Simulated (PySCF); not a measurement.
## Broadened absorption spectrum of C4H12BP

Compound: C4H12BP.
SMILES: `[BH3-][P@H+]1C[C@H](C)C1`

Method: TDDFT wB97X-D/def2-SVPD, vertical, gas phase, core orbitals frozen in the response (PySCF). Isolated species at its GFN2-xTB geometry (one conformer only).

Each state is given a Gaussian of 0.5 eV full width at half maximum, with ε(max) = 2.175×10⁸ f / Δν̃ (Δν̃ the width in cm⁻¹). The width is an assumption, not a result. The curve ends short of the highest state used, and states not computed would add to its high-energy end.

```csv
λ (nm),ε (L mol⁻¹ cm⁻¹)
160.2,7920
160.8,7907
161.4,7796
162.0,7589
162.7,7235
163.3,6850
163.9,6407
164.5,5925
165.1,5422
165.7,4917
166.3,4426
167.0,3889
167.6,3471
168.2,3097
168.8,2770
169.4,2490
170.0,2254
170.6,2058
171.2,1894
171.9,1738
172.5,1626
173.1,1528
173.7,1439
174.3,1355
174.9,1273
175.5,1191
176.2,1094
176.8,1010
177.4,925
178.0,839
178.6,754
179.2,672
179.8,593
180.4,518
181.1,437
181.7,373
182.3,316
182.9,265
183.5,220
184.1,181
184.7,148
185.4,115
186.0,92
186.6,73
187.2,57
187.8,45
188.4,35
189.0,27
189.6,20
190.3,15
190.9,11
191.5,8
192.1,6
192.7,4
193.3,3
193.9,2
```

Problem. Locate the maxima and give the states behind the curve.

Solution. 160 nm (7.73 eV), ε about 7900, made up of S3 (28%) and S4 (65%) (ε in L mol⁻¹ cm⁻¹; maxima over ε = 5, shares over 10%). The states used: S1 7.14 eV (f 0.021); S2 7.60 eV (f 0.0004); S3 7.62 eV (f 0.047); S4 7.74 eV (f 0.096); S5 8.02 eV (f 0.013); S6 8.20 eV (f 0.021); S7 8.27 eV (f 0.058); S8 8.34 eV (f 0.033).

Problem. Coming from long wavelengths, where does ε first pass 100 L mol⁻¹ cm⁻¹?

Solution. At about 186 nm (6.67 eV), 0.47 eV below S1.

Problem. On this curve, what absorbance would a 10⁻⁵ mol/L sample give at 193 nm over a 1 cm path?

Solution. 193 nm is 6.424 eV, where ε is about 3.7 L mol⁻¹ cm⁻¹, so A = ε c l ≈ 3.7e-05 (Beer–Lambert, with the gas-phase spectrum and the assumed width).

Problem. What would ε be at 7.73 eV, the highest of these maxima, with half the width (0.25 eV)?

Solution. About 13300 L mol⁻¹ cm⁻¹ against 7930, a factor of about 1.7; a lone state at its own centre would give exactly 2.
